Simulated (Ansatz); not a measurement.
Consider the redistribution: `C[Se][SiH2]S` + `C[O][Hf]([F])([Cl])[S]C` → `C[O][Hf]([F])([Cl])[Se]C` + `CS[SiH2]S`.

Program: Ansatz. Geometries: PBE0-D4/def2-TZVP. ΔE: electronic, gas phase. CCSD(T)/CBS is the MP2 limit (def2-TZVPP, def2-QZVPP) plus CCSD(T) − MP2 in def2-TZVPP, frozen cores. Elements past krypton have def2 core potentials. For Hf, Se outer-core shells are correlated without core-valence functions, which leaves a few kJ/mol of doubt a bond. Scalar relativity is left out up to krypton. One conformer a species, not always the lowest.

`C[Se][SiH2]S`:

Cartesian coordinates in Å:
```
C 0.717 1.628 -0.213
Se -0.839 0.802 -1.065
Si -0.427 -1.318 -0.395
S -0.271 -1.523 1.728
H 0.747 1.354 0.840
H 0.589 2.704 -0.313
H 1.630 1.317 -0.717
H 0.887 -1.817 -0.872
H -1.536 -2.122 -0.963
H -1.496 -1.025 1.970
```

`C[O][Hf]([F])([Cl])[S]C`:

```xyz
13

C    -0.282   -2.244    0.726
O     0.458   -1.072    0.600
Hf    1.346    0.590    0.461
F     2.263    0.606   -1.212
Cl    2.783    0.941    2.291
S    -0.334    2.337    0.408
C    -1.077    1.719   -1.146
H    -0.234   -2.823   -0.200
H     0.116   -2.854    1.542
H    -1.329   -2.010    0.943
H    -1.116    2.542   -1.858
H    -2.084    1.359   -0.942
H    -0.509    0.909   -1.613
```

`C[O][Hf]([F])([Cl])[Se]C`:

```xyz
13

C     1.311    1.813    0.954
O     0.478    0.704    1.083
Hf   -0.577   -0.855    1.195
F    -2.397   -0.312    1.049
Cl   -0.114   -2.077    3.151
Se   -0.048   -2.316   -0.849
C    -0.725   -0.990   -2.146
H     0.728    2.691    0.662
H     1.809    2.022    1.904
H     2.073    1.624    0.192
H    -1.696   -0.604   -1.842
H    -0.835   -1.518   -3.091
H    -0.008   -0.181   -2.261
```

`CS[SiH2]S`:

Z-matrix (Å, degrees):
```
C
S 1 1.815
H 1 1.090 2 110.6
H 1 1.089 2 106.8 3 -118.8
H 1 1.090 2 110.9 3 122.4
Si 2 2.118 1 99.9 3 -55.2
S 6 2.138 2 113.7 1 58.3
H 6 1.485 2 112.2 1 -57.8
H 6 1.482 2 104.7 1 -178.7
H 7 1.344 6 94.4 2 59.4
```

```
                   species  MP2/def2-TZVPP energy (Eh)
            `C[Se][SiH2]S`                 -3128.52029
 `C[O][Hf]([F])([Cl])[S]C`                 -1159.98729
`C[O][Hf]([F])([Cl])[Se]C`                 -3162.38705
               `CS[SiH2]S`                 -1126.12224
```

(1) Work out ΔE.

Largest T1 diagnostic among the species: 0.015.

Answers

(1) ΔE = (-3162.38705) + (-1126.12224) − (-3128.52029) − (-1159.98729) = -0.00171 Eh = -4.5 kJ/mol. CCSD(T)/CBS gives -3.4 kJ/mol.

In def2-TZVPP, CCSD(T) changes the Hartree–Fock value by +3.9 kJ/mol (the triples alone add +0.5 kJ/mol) and MP2 by +3.4 kJ/mol.
